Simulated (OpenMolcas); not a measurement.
# Worked example: vertical energy of the triplet above the singlet of CH5BOSi (SMILES B[SiH2]C=O)

CH5BOSi: 9 atoms, total charge 0, spin state singlet. SMILES: `B[SiH2]C=O`. The shape is that of a PBE0-D4/def2-TZVP optimisation. This is one conformer, not always the lowest.

Both states at this one shape; open shells run unrestricted unless said. 1 Eh = 27.2114 eV.

| level | program | singlet CH5BOSi (Eh) | triplet CH5BOSi (Eh) |
| --- | --- | --- | --- |
| BLYP/def2-SVP | OpenMolcas | -430.351835 | -430.268872 |
| M06-L/def2-SVP | OpenMolcas | -430.392840 | -430.304786 |
| B3LYP/6-31G* (spherical functions) | OpenMolcas | -430.609560 | -430.517229 |

Question: Work out the vertical gap, second state less first, at each level.

Answer: 
1. BLYP/def2-SVP: -430.268872 − (-430.351835) = 0.082963 Eh = 2.26 eV.
2. M06-L/def2-SVP: -430.304786 − (-430.392840) = 0.088054 Eh = 2.40 eV.
3. B3LYP/6-31G* (spherical functions): -430.517229 − (-430.609560) = 0.092331 Eh = 2.51 eV.

No measured value is set beside it here; the levels span 2.26 to 2.51 eV.
